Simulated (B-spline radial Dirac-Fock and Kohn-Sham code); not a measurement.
# K 4s: cross section and angular parameters

System: atomic potassium, [Ar] 4s1; threshold 4.17 eV (orbital energy of the model). The computed values come from a radial atomic solver: Dirac-Hartree-Slater photoionisation with a Latter tail; cross sections with all multipoles, angular parameters from the dipole term and its interference with E2.

For linearly polarised light dσ/dΩ = σ/(4π) [1 + β P₂(cos θ) + (δ + γ cos²θ) sin θ cos φ], with θ from the polarisation vector and φ the angle between the beam and the projection of the electron momentum on the plane normal to the polarisation.

| hν (eV) | σ (kb) | β | γ |
| --- | --- | --- | --- |
| 55.5 | 19.2 | 2.000 | 0.128 |
| 76.1 | 13.9 | 2.000 | 0.140 |
| 78.7 | 13.4 | 2.000 | 0.140 |
| 80 | 13.2 | 2.000 | 0.140 |
| 85.1 | ? | ? | ? |
| 136 | 6.69 | 2.000 | 0.103 |
| 175 | 4.56 | 2.000 | 0.066 |
| 283 | 2.06 | 2.000 | -0.007 |
| 286 | 2.02 | 2.000 | -0.008 |
| 400 | 1.12 | 2.000 | -0.037 |
| 503 | 0.747 | 2.000 | -0.040 |
| 600 | 0.541 | 2.000 | -0.031 |
| 934 | 0.232 | 2.000 | 0.049 |
| 1160 | 0.150 | 2.000 | 0.119 |
| 1253.6 | 0.128 | 2.000 | 0.149 |
| 1290 | 0.121 | 2.000 | 0.160 |
| 1486.9 | 0.0897 | 2.000 | 0.223 |
| 2520 | 0.0284 | 2.000 | 0.529 |
| 2980 | 0.0193 | 2.000 | 0.653 |
| 5020 | 0.00547 | 2.000 | 1.118 |
| 7410 | 0.00202 | 2.000 | 1.537 |
| 7930 | 0.00169 | 2.000 | 1.617 |
| 8900 | 0.00125 | 2.000 | 1.759 |
| 9251.7 | 0.00112 | 2.000 | 1.809 |
| 10000 | 0.000911 | 1.999 | 1.911 |
| 11000 | 0.000704 | 1.999 | 2.043 |
| 11800 | 0.000581 | 1.999 | 2.144 |
| 12000 | 0.000555 | 1.999 | 2.168 |
| 12500 | 0.000496 | 1.999 | 2.229 |
| 15000 | 0.000298 | 1.999 | 2.514 |

Question: Give the values at 85.1 eV.

Answer: σ = 12.3 kb, β = 2.000, γ = 0.140. For an s subshell δ is negligible.
